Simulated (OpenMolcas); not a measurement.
## What dynamic correlation does to the levels of Ni⁵⁺

| Item | Value |
| --- | --- |
| Program | OpenMolcas 26.06 |
| Basis | ANO-RCC-VQZP [7s6p4d3f2g1h] |
| Scalar Hamiltonian | DKH2, point nucleus |
| Active space | 5 electrons in 10 orbitals (3d 4d) |
| State averaging | 2S+1 = 6 even, 1 root; 2S+1 = 4 even, 24 roots; 2S+1 = 2 even, 53 roots |
| Spin-orbit coupling | RASSI with atomic mean-field integrals over the reference wave functions, term energies averaged over their components |

Methods on the same reference wave functions:
A. CASSCF
B. SS-CASPT2, IPEA 0.25 Eh, imaginary shift 0.1 Eh (closed shells correlated: 3s 3p)
C. MS-CASPT2, IPEA 0.25 Eh, imaginary shift 0.1 Eh (closed shells correlated: 3s 3p)

Energies in eV above 3d⁵ ⁶S_5/2, the measured ground level; measured values from Corliss and Sugar, J. Phys. Chem. Ref. Data 10, 197 (1981).

```
            Level        A       B       C  Measured
       3d⁵ ⁶S_5/2   0.0000  0.0000  0.0000    0.0000
       3d⁵ ⁴G_5/2   5.7325   5.353   5.353          
       3d⁵ ⁴G_7/2   5.7432   5.365   5.365          
      3d⁵ ⁴G_11/2   5.7505   5.373   5.373    5.1975
       3d⁵ ⁴G_9/2   5.7508   5.373   5.373          
       3d⁵ ⁴P_5/2   6.5639   5.904   5.904    5.6889
       3d⁵ ⁴P_3/2   6.5843   5.926   5.926    5.7162
       3d⁵ ⁴P_1/2   6.6098   5.954   5.954    5.7435
       3d⁵ ⁴D_7/2   7.1291   6.426   6.426    6.2402
       3d⁵ ⁴D_1/2   7.1502   6.449   6.449          
       3d⁵ ⁴D_3/2   7.1750   6.476   6.476          
       3d⁵ ⁴D_5/2   7.1828   6.484   6.484          
      3d⁵ ²I_11/2   8.1810   7.821   7.821    7.5873
      3d⁵ ²I_13/2   8.2047   7.849   7.849    7.5977
3d⁵ ²D_5/2 [62 %]   9.1232   8.248   8.250    7.9539
       3d⁵ ²D_3/2   9.2652   8.373   8.373    8.0805
    3d⁵ ²F_7/2(1)   9.4710   8.648   8.625    8.3175
       3d⁵ ⁴F_9/2   9.5598   8.765   8.765          
3d⁵ ⁴F_5/2 [71 %]   9.5614   8.760   8.751          
       3d⁵ ⁴F_7/2   9.5761   8.780   8.785          
       3d⁵ ⁴F_3/2   9.6307   8.824   8.824          
3d⁵ ²H_9/2 [71 %]  10.0102   9.342   9.342    9.0395
      3d⁵ ²H_11/2  10.0872   9.463   9.463    9.1447
       3d⁵ ²G_7/2  10.3903   9.539   9.538    9.2527
```

Deviations, from unrounded energies. A percentage is the sum of absolute deviations over the sum of measured energies, with the sign that they share, or ± where signs differ.

| Against measurement | Levels | A | B | C |
| --- | --- | --- | --- | --- |
| mean absolute deviation (cm-1) | 13 | 7300 | 2100 | 2000 |
| other terms of the ground configuration (%) | 13 | +12.4 | +3.5 | +3.4 |

B, C lie about equally close to measurement and A furthest from it. The largest miss of C in the table is 3d⁵ ²H_11/2, by +2600 cm-1. The ranking rests on the paired levels alone, and a cruder setting can come out closer through cancelling errors.

Between B and C the level of the table that moves most is 3d⁵ ²F_7/2(1), by 190 cm-1 (lowest in C, highest in B). Moves below CASPT2's spread within the term are not significant.

The mean deviations of B to C differ by less than CASPT2's widest spread within a term (740 cm-1), so their order carries little weight.

From A to B the spin-free energies of the other terms of 3d⁵ shown, above ⁶S, scale by factors of 0.90 to 0.96, as is usual when dynamic correlation screens the repulsion within a d or f shell.

The lowest spin-free term lies below A's lowest term by 0.431 hartree in B, 0.431 hartree in C.

CASPT2 breaks the degeneracy within a term, and the mean is taken; among the terms shown or strongly mixed into the levels shown the widest spread is 740 cm-1 (3d⁵ ²I, C). Active for correlation alone: 4d; no level in the range computed is led by a configuration that fills it, so any true level of that kind is missing. Without dynamic correlation excited terms often stand tens of per cent too high (terms of higher spin than the ground term too low), and those without a measured partner can miss by more than the paired ones (holds for A). Measured partners are found by configuration, term and J. A level has none where our copy of the source lacks it or the pairing is in doubt (some pairs that miss far off the trend of their configuration count as doubtful), and it then counts in no deviation. Levels of configurations outside the active space are missing. Levels that lie high or do not pair safely by name in every column are left out.

A share in square brackets marks a mixed level and gives the weight of the term that names it, the lowest over the columns. A number in round brackets counts repeated terms of one configuration in the order of the reference energies.
